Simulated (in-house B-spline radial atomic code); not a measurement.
**Ionising Ag2+ with different functionals**

Computed with an all-electron radial atomic-structure program (B-spline basis): scalar-relativistic (spin-free X2C) Hamiltonian, Fermi nucleus of rms radius 4.5454 fm, spin-polarised at highest spin, spherical fractional occupations for the functionals, the average over the highest-spin determinants for Hartree-Fock. The ionisation energy is the difference of two self-consistent energies, [Kr] 4d9 → [Kr] 4d8, without Breit or QED terms; ε is the level of the shell that loses the electron (its least bound occupied spin orbital). There is no spin-orbit coupling in this Hamiltonian.

Hybrids are left out here: with spherical fractional occupations of an open shell their exact exchange keeps a self-interaction that integer-occupation calculations don't have.

```
           method          rung  ΔSCF (eV)  -ε(4d) (eV)
     Hartree-Fock  Hartree-Fock          ?            ?
         LDA VWN5           LDA      35.88        28.80
         LDA PW92           LDA      35.88        28.80
LDA exchange-only           LDA      34.15        27.16
              PBE           GGA      35.57        28.50
           PBEsol           GGA      35.57        28.50
             BLYP           GGA      35.48        28.42
             RPBE           GGA      35.49        28.42
             PW91           GGA      35.66        28.59
             BP86           GGA      35.68        28.61
             AM05           GGA      35.58        28.50
             OLYP           GGA      35.63        28.52
             TPSS      meta-GGA          ?            ?
             SCAN      meta-GGA      35.59        28.59
           r2SCAN      meta-GGA      35.61        28.60
          revTPSS      meta-GGA      35.39        28.33
```

(1) What does Hartree-Fock give?

(2) What does TPSS give?

(3) How do they compare with the NIST value?

## Answers

(1) ΔSCF 33.61 eV, and -ε(4d) = 35.43 eV.

(2) ΔSCF 35.45 eV, and -ε(4d) = 28.39 eV.

(3) NIST lists 34.8 eV ± 0.3 (semi-empirical, ground level to ground level). Errors run from -1.19 to +1.08 eV. The correlated functionals all miss on the same side by more than they spread, so the cause is common to them (spin-orbit coupling, Breit-QED terms, multiplet and fine-structure energies, or a listed next ion that isn't the cheapest removal here) and closeness doesn't rank the functionals. Hartree-Fock also lacks correlation.
